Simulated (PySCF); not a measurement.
## Correlation energy of Sc⁺ (scandium, charge +1)

[Ar] 4s2, closed-shell 1S (an excited configuration). Computed with PySCF 2.14 in def2-TZVPPD (6s6p4d2f1g, 67 functions), with no relativity, point nucleus. Frozen: [Ar]; 2 electrons correlated.

With two correlated electrons CCSD is exact within the correlated space (frozen core and kept virtual orbitals).

```json
{"level": "CCSD", "correlation energy (mhartree)": "-34.47"}
```

Diagnostics: T1 = 0.011, D1 = 0.0151, largest double amplitude 0.119.

Is a single reference adequate?

Mostly. T1 lies below 0.03, but a double amplitude of this size points to a near-degeneracy that CCSD handles and MP2 describes poorly.
